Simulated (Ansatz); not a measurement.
The pair A = BFH2O2 (SMILES OB(O)F) (first 6 atoms), B = HF (SMILES F); geometry from B3LYP-D3(BJ)/def2-TZVP.
(charge 0, multiplicity 1):
```xyz
8

O      1.10913     0.83478     0.23364
B      0.02755     0.03405     0.15972
O     -0.45672    -0.51683     1.31372
F     -0.58260    -0.23592    -1.00411
H      1.39923     1.19002    -0.61204
H     -1.22973    -1.07785     1.19297
F      0.28765    -0.34802     3.87963
H      0.09129    -0.35690     2.96178
```

Frozen-core correlation. MP2 and its Hartree–Fock in aug-cc-pVQZ, aug-cc-pVTZ are density fitted.

The values were computed with Ansatz (Gaussian orbitals). Values without a source in brackets are computed.

The counterpoise-corrected interaction energy is E(AB) − E(A in the pair's basis) − E(B in the pair's basis). Total energies (hartree):

```
level                          AB  A in the pair's basis  B in the pair's basis
-------------------  ------------  ---------------------  ---------------------
HF/aug-cc-pVTZ       -375.3824522           -275.3130003           -100.0597160
MP2/aug-cc-pVTZ      -376.5078158           -276.1556472           -100.3410094
HF/aug-cc-pVQZ       -375.4089745           -275.3320881           -100.0670912
MP2/aug-cc-pVQZ      -376.6155071           -276.2344192           -100.3695918
MP2/aug-cc-pVDZ      -376.1816887           -275.9150577           -100.2563901
CCSD(T)/aug-cc-pVDZ  -376.2202349           -275.9457194           -100.2643306
```

Task: Work out the counterpoise-corrected interaction energy at the basis-set limit: extrapolate the MP2 correlation part as X⁻³, take Hartree–Fock from the larger set, and add the CCSD(T) − MP2 difference of aug-cc-pVDZ.

Result: 
1. Differences (1 hartree = 627.509 kcal/mol): HF/aug-cc-pVTZ -6.109; MP2/aug-cc-pVTZ -7.002; HF/aug-cc-pVQZ -6.147; MP2/aug-cc-pVQZ -7.214; MP2/aug-cc-pVDZ -6.426; CCSD(T)/aug-cc-pVDZ -6.391.
2. Correlation parts, MP2 less HF: -0.893 in aug-cc-pVTZ (X = 3), -1.067 in aug-cc-pVQZ (X = 4).
3. Limit (4³·(-1.067) − 3³·(-0.893))/(4³ − 3³) = -1.194; with HF/aug-cc-pVQZ it gives -7.341.
4. CCSD(T) less MP2 in aug-cc-pVDZ: 0.035.
Result: -7.31 kcal/mol, against -7.00 at MP2/aug-cc-pVTZ. It is an estimate of this method's limit, not of the exact value.

Ansatz is a quantum-chemistry and plane-wave program.
